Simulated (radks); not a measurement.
Results of a calculation; reference values are marked as such.
Task: Tl3+, 78 electrons, occupied as [Xe] 4f14 5d10. Code: a radial shooting solver on a logarithmic mesh with Libxc functionals. Model: scalar-relativistic Kohn-Sham, r2SCAN, spin-polarised, spherical densities, finite nucleus; meta-GGA in the generalised Kohn-Sham scheme; Fermi nuclear charge, rms radius 5.4759 fm. Some entries of the table are withheld. Estimate them.

| orbital | occ. | eigenvalue (Ry) | <1/r> (bohr^-1) | r(max) (bohr) |
|---|---|---|---|---|
| 1s | 2 | -6300.037 | 99.39 | 0.01003 |
| 2s | 2 | -1125.685 | 23.35 | 0.05812 |
| 2p | 6 | -968.5213 | 20.59 | 0.04832 |
| 3s | 2 | -271.1850 | 8.666 | 0.1638 |
| 3p | 6 | -225.7530 | 7.858 | 0.1637 |
| 3d | 10 | -178.5267 | 7.372 | 0.1335 |
| 4s | 2 | (1) | 3.717 | 0.3689 |
| 4p | 6 | (2) | (3) | 0.3888 |
| 4d | 10 | -30.10706 | 3.008 | 0.3954 |
| 5s | 2 | -11.96475 | 1.541 | 0.8093 |
| 4f | 14 | -10.62618 | (4) | 0.3590 |
| 5p | 6 | -7.89303 | 1.318 | 0.9052 |
| 5d | 10 | -3.28513 | 0.9779 | 1.109 |

Result: 
(1) 4s eigenvalue (Ry): -62.70284
(2) 4p eigenvalue (Ry): -47.74642
(3) 4p <1/r> (bohr^-1): 3.350
(4) 4f <1/r> (bohr^-1): 2.604
